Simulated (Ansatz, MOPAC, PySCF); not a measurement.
Dimer: NH3 (SMILES N) (first 4 atoms) with N2 (SMILES N#N); geometry from B3LYP-D3(BJ)/def2-TZVP, rigid monomers moved along the line of their centres of mass till H4···N6 is 3.69 Å.
(charge 0, multiplicity 1):
```tsv
atom	x (Å)	y (Å)	z (Å)
N	-0.0768	-0.1184	-0.3546
H	0.8808	0.1503	-0.5493
H	-0.6597	0.6904	-0.5370
H	-0.1392	-0.3191	0.6367
N	-0.0055	-0.0580	5.4070
N	-0.0640	-0.1964	4.3267
```

Monomers are frozen at their geometry in the pair; levels with a basis set take the counterpoise correction. Rows marked so take none.

Frozen-core correlation. CBS(a, b) extrapolates the correlation energy as X⁻³ and adds the Hartree–Fock energy of set b. Rows in 6-311+G**, 6-31G* carry no dispersion term and start afresh at each structure (6-31G* with six Cartesian d functions). The state that AM1, PM7 reach isn't checked; PM7 holds dispersion and hydrogen-bond terms.

The values were computed with Ansatz (Gaussian orbitals); MOPAC for AM1, PM7 (differences of heats of formation); PySCF for 6-311+G** rows, 6-31G* rows, the dispersion terms. 

Other levels give for the interaction energy: PBE/def2-TZVPPD -0.9; B3LYP/def2-TZVPPD -0.3; B3LYP-D3(BJ)/def2-TZVPPD -0.9; wB97M-V/def2-TZVPPD -0.9; CCSD(T)/CBS(aug-cc-pVDZ, aug-cc-pVTZ) -1.0 kJ/mol.

Problem. What do these common cheap choices give for the same quantity: AM1, PM7, HF/6-31G*, BP86/6-31G* (no counterpoise), B3LYP/6-31G*, B3LYP/6-31G* (no counterpoise), B3LYP/6-311+G** (no counterpoise), M06-2X/6-31G* (no counterpoise)?

Solution. AM1 -0.5; PM7 -6.8; HF/6-31G* -0.6; BP86/6-31G* (no counterpoise) -0.7; B3LYP/6-31G* -0.5; B3LYP/6-31G* (no counterpoise) -0.9; B3LYP/6-311+G** (no counterpoise) -0.5; M06-2X/6-31G* (no counterpoise) -1.3 kJ/mol. They span -6.8 to -0.5 kJ/mol.

Ansatz is a program for electronic structure.
